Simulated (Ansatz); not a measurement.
C₃H₄AlF (`C=[C]1[AlH][CH]1F`) at its PBE0-D4/def2-TZVP geometry, where that method's forces vanish. Total charge 0; spin multiplicity 1.

```xyz
9

C     0.0940    1.4119   -0.6249
C    -0.4368    0.3223   -0.0637
Al   -0.4741   -1.5039   -0.5364
C     0.0888   -0.5048    1.0576
F     1.3132   -0.1889    1.6070
H    -0.2825    1.8005   -1.5653
H     0.9123    1.9605   -0.1610
H    -0.5699   -2.6830   -1.5772
H    -0.6450   -0.6147    1.8640
```

(1) What forces (eV/Å) does PBE-D4/def2-TZVPP give on these atoms in Ansatz 0.2.0? (Estimate.)

## Answers

(1) Ansatz gave: 
```
C1   0.124  0.326 -0.195
C2  -0.264 -0.226  0.191
Al3 -0.135 -0.250 -0.106
C4  -0.262 -0.013 -0.110
F5   0.579  0.139  0.289
H6  -0.075  0.102 -0.189
H7   0.190  0.110  0.074
H8   0.017 -0.104 -0.125
H9  -0.174 -0.085  0.172
```
